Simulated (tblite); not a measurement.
Question: Give a GFN2-xTB geometry of `CC[C@@H](F)C[C@@H](C)[SiH2]Cl`.

Answer: 
```xyz
23
C6H14ClFSi angstrom
C      3.180    0.170    0.955
C      2.176   -0.625    0.128
C      0.778   -0.014    0.186
F      0.836    1.267   -0.355
C     -0.250   -0.816   -0.600
C     -1.689   -0.311   -0.462
C     -2.257   -0.603    0.928
Si    -1.891    1.535   -0.938
Cl    -3.873    1.803   -1.284
H      4.175   -0.257    0.854
H      2.905    0.159    2.008
H      3.211    1.202    0.616
H      2.120   -1.650    0.495
H      2.497   -0.650   -0.915
H      0.465    0.126    1.227
H     -0.195   -1.856   -0.266
H      0.041   -0.786   -1.653
H     -2.282   -0.897   -1.176
H     -2.170   -1.663    1.165
H     -3.310   -0.332    0.966
H     -1.739   -0.037    1.699
H     -1.190    1.833   -2.181
H     -1.542    2.430    0.158
```

Orientation and origin are arbitrary. Atoms count from 1 in this order. Si8 (chlorine-bound silicon) is distorted tetrahedral (angles from 105.8° to 113.6°). Of the pairs four or more bonds apart, F4···Si8 is among the closest relative to their van der Waals radii: 2.80 Å, 78 % of the sum of Bondi's values.

Bonds between heavy atoms (Å): C1–C2 1.525, C2–C3 1.527, C3–F4 1.391, C3–C5 1.523, C5–C6 1.532, C6–C7 1.530, C6–Si8 1.917, Si8–Cl9 2.030.

The geometry is computed with GFN2-xTB (gas phase).

Point group: C1 (no symmetry element, even within 0.4 Å). Its GFN2-xTB frequencies are all real (lowest 28 cm⁻¹). The numbers are those of one conformer (C1–C2–C3–F4 62°, C2–C3–C5–C6 175°, C3–C5–C6–C7 -71°, C5–C6–Si8–Cl9 161°).

Time: 1.7 s wall. Hardware: Arm Neoverse N1, one thread, shared host with 64 logical CPUs at a one-minute load of 58. These figures are those of the optimisation.
